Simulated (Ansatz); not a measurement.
`[F][Zr]([F])([F])[SeH]`, relaxed with RKS PBE0-D4/def2-TZVP in Ansatz from a GFN2-xTB geometry. The force threshold is 0.005 eV/Å; the program also tests the step.

Charge 0, multiplicity 1. Zr takes the def2 core potential.

Start:

```xyz
6

F    -1.072   -1.873   -0.034
Zr   -0.095   -0.424    0.556
F    -0.657    0.279    2.165
F     1.728   -0.597    0.308
Se   -0.571    1.357   -1.122
H     0.666    1.259   -1.874
```

Task: How much energy does the relaxation release, and in how many steps? (An estimate is asked.)

Result: Computed: 28.14 kJ/mol, in 28 steps, 3 of them rejected.

Task: Which bonds change most? (Estimate.)

Result: Ansatz gave: Zr2–Se5 from 2.493 to 2.579 Å; F1–Zr2 from 1.844 to 1.891 Å; Zr2–F4 from 1.848 to 1.891 Å; Zr2–F3 from 1.844 to 1.887 Å.

Task: Give the relaxed structure. (Estimate.)

Result: Computed: 
```xyz
6

F    -0.902   -1.824   -0.189
Zr   -0.032   -0.302    0.518
F    -0.733    0.174    2.203
F     1.812   -0.706    0.622
Se   -0.397    1.719   -1.042
H     0.252    0.939   -2.112
```
